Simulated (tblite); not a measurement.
Isomers of C3H9O2Si2 (doublet state). Computed with GFN2-xTB (tblite): harmonic, unscaled wavenumbers at the GFN2-xTB geometry, gas phase. Against measured fundamentals such values can be off by several per cent, at times by over 20. Modes of hydrogen on silicon can be 10 to 20 % off. One conformer each. Open shells enter through the occupations alone, without spin polarisation, and single modes of such species can be off by tens of per cent.

Electronic energies: GFN2-xTB at the same geometries; isomer energies are rough at this level and their order can be wrong.

```
                    SMILES  electronic energy, lowest = 0 (kJ/mol)
    [SiH3]C[C@H]1CO[SiH]O1                                    13.9
[SiH3]C[C@H]1[CH]O[SiH2]O1                                    20.8
   [SiH2]C[C@H]1CO[SiH2]O1                                     0.0
```

Task: How do GFN2-xTB zero-point energies change the relative energies?

Result: 
```csv
SMILES,ZPE (kJ/mol),of it from modes above 1550 cm⁻¹,electronic (kJ/mol),"with ZPE, lowest = 0 (kJ/mol)",lowest mode (cm⁻¹),rings
[SiH2]C[C@H]1CO[SiH2]O1,297.1,143.4,0.0,0.0,60,1
[SiH3]C[C@H]1CO[SiH]O1,297.3,142.4,13.9,14.1,61,1
[SiH3]C[C@H]1[CH]O[SiH2]O1,283.8,140.1,20.8,7.5,55,1
```

The zero-point energies span 13.5 kJ/mol, from `[SiH3]C[C@H]1[CH]O[SiH2]O1` to `[SiH3]C[C@H]1CO[SiH]O1`. The lowest isomer stays, but the order above it changes.

Task: What do entropy and thermal enthalpy add at 298.15 K and 1 bar (rigid rotor, harmonic oscillator, one conformer each)?

Result: 
| SMILES | point group | symmetry number | S (J/(mol K)) | H − H(0) (kJ/mol) | ZPE + H − H(0) − TS (kJ/mol) |
| --- | --- | --- | --- | --- | --- |
| [SiH2]C[C@H]1CO[SiH2]O1 | C1 | 1 | 398.5 | 26.36 | 204.7 |
| [SiH3]C[C@H]1CO[SiH]O1 | C1 | 1 | 394.1 | 25.86 | 205.6 |
| [SiH3]C[C@H]1[CH]O[SiH2]O1 | C1 | 1 | 400.8 | 27.06 | 191.4 |

S holds R ln(2S + 1) for the spin.
